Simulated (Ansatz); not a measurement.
`F[Si](F)(F)I` + `F[Si](F)(F)S` → `F[Si](F)(F)S[Si](F)(F)F` + HI at 400 K and 1 bar (ligand exchange at the Si–I bond).

Gas-phase electronic energies from Ansatz, PBE0-D4/def2-TZVP geometries. CBS: MP2 limit from def2 TZ/QZ plus the TZ coupled-cluster correction, frozen cores. def2 core potentials past Kr. For I outer-core shells are correlated without core-valence functions, which leaves a few kJ/mol of doubt a bond. Each species was taken in one conformer, which may not be the lowest.

```json
{"species": "`F[Si](F)(F)I`", "CCSD(T)/CBS energy (Eh)": "-886.14639", "H − E (kJ/mol)": "53.4", "S (J/(mol·K))": "353.5"}
{"species": "`F[Si](F)(F)S`", "CCSD(T)/CBS energy (Eh)": "-987.07717", "H − E (kJ/mol)": "78.8", "S (J/(mol·K))": "359.6"}
{"species": "`F[Si](F)(F)S[Si](F)(F)F`", "CCSD(T)/CBS energy (Eh)": "-1575.17999", "H − E (kJ/mol)": "105.0", "S (J/(mol·K))": "483.7"}
{"species": "HI", "CCSD(T)/CBS energy (Eh)": "-298.03592", "H − E (kJ/mol)": "25.7", "S (J/(mol·K))": "215.0"}
```

H − E and S are ideal-gas, rigid-rotor, harmonic terms from PBE0-D4/def2-TZVP, for one conformer and one mirror image of each species. 1 Eh = 2625.50 kJ/mol, R = 8.31446 J/(mol·K).

Q: By hand: ΔE, ΔH, ΔS and ΔG.

A: ΔE = (-1575.17999) + (-298.03592) − (-886.14639) − (-987.07717) = 0.00765 Eh = 20.1 kJ/mol. Δ(H − E) = 105.0 + 25.7 − 53.4 − 78.8 = -1.5, so ΔH = 18.6 kJ/mol. ΔS = 483.7 + 215.0 − 353.5 − 359.6 = -14.4 J/(mol·K). ΔG = 18.6 − 400 × (-14.4)/1000 = 24.4 kJ/mol.

Q: By hand: the equilibrium constant, and the temperature at which ΔG would vanish if ΔH and ΔS stayed fixed.

A: log₁₀ K = −ΔG/(RT ln 10) = -3.2. ΔH and −TΔS have one sign here, so there is no such temperature.

The number of gas molecules stays the same, so ΔS is small and ΔH decides. A doubt of 5 kJ/mol in ΔE shifts log₁₀ K by 0.7 here. Other conformers and mirror images would add mixing entropy, several J/(mol·K) or more a flexible species. Modes under 60 cm⁻¹, often nearly free rotors, make the harmonic entropy too high. These are equilibria of isolated gas molecules and say nothing of rates. Largest T1 diagnostic: 0.012 (customary marks: 0.02 for closed shells, 0.045 for open ones).
